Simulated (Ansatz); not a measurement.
Reaction (cleavage of the Si–B bond): `[AlH2][SiH2]BC[SiH3]` + CH₃NH₂ → `CN[SiH2][AlH2]` + `BC[SiH3]`

Isolated molecules relaxed with PBE0-D4/def2-TZVP in Ansatz; ΔE leaves out vibrations. CBS: MP2 limit from def2 TZ/QZ plus the TZ coupled-cluster correction, frozen cores. Each species was taken in one conformer, which may not be the lowest.

| species | MP2/CBS(def2) energy (Eh) |
| --- | --- |
| `[AlH2][SiH2]BC[SiH3]` | -888.88851 |
| CH₃NH₂ | -95.71376 |
| `CN[SiH2][AlH2]` | -628.56382 |
| `BC[SiH3]` | -356.05239 |

Task: Work out ΔE.

Result: ΔE = (-628.56382) + (-356.05239) − (-888.88851) − (-95.71376) = -0.01394 Eh = -8.7 kcal/mol. CCSD(T)/CBS gives -7.3 kcal/mol.

Largest T1 diagnostic among the species: 0.014.

From PBE to PBE0 (25 % exact exchange), in def2-TZVPP and without D4, ΔE moves by −1.5 kcal/mol. In def2-TZVPP, CCSD(T) changes the Hartree–Fock value by +5.9 kcal/mol (the triples alone add +0.9 kcal/mol) and MP2 by +4.5 kcal/mol.
